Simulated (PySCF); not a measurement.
# Selenium: a sound run and one with changed settings

Sound run: Se⁺ [Ar] 3d10 4s2 4p3, Se²⁺ [Ar] 3d10 4s2 4p2. Computed with PySCF 2.14 in cc-pVTZ-PP with ECP10MDF, with a scalar-relativistic core potential. The sound run starts from symmetry-adapted Hartree-Fock orbitals and uses a fine grid where one is needed.

Changed run: initial guess 1e, at most 3 SCF cycles. This setting is unsound on purpose.

```tsv
species	method	sound run (hartree)	changed run (hartree)	converged
Se⁺	UHF	-371.54804	-371.54630	no
Se⁺	LDA	-372.21273	-372.15852	no
Se⁺	B3LYP	-372.82787	-372.81552	no
Se²⁺	UHF	-370.78217	-370.78158	no
Se²⁺	LDA	-371.42660	-371.42196	no
Se²⁺	B3LYP	-372.04740	-372.04668	no
```

The SCF was stopped early; the energies are upper bounds that still move, and correlated levels were skipped or rest on poor orbitals.
